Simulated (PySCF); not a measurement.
CaCl, SMILES [Cl][Ca], multiplicity 2.

Geometry optimised at PBE0-D3(BJ)/def2-TZVPD. The spin state was assumed, not searched.

These are PySCF with PBE/def2-TZVPD values and carry that method's errors.

The molecule is in vacuum.

- total energy: -1137.45106 hartree
- point group: C∞v
- α spin, highest occupied and lowest empty level: -3.80 and -1.97 eV
- β spin, highest occupied and lowest empty level: -6.80 and -2.81 eV
- dipole moment: 3.86 D
- mean static polarisability: 147.3 bohr³ (21.83 Å³)
- polarisability, principal values: 132.0, 154.9, 154.9 bohr³
- ⟨S²⟩: 0.750 (pure state 0.75)
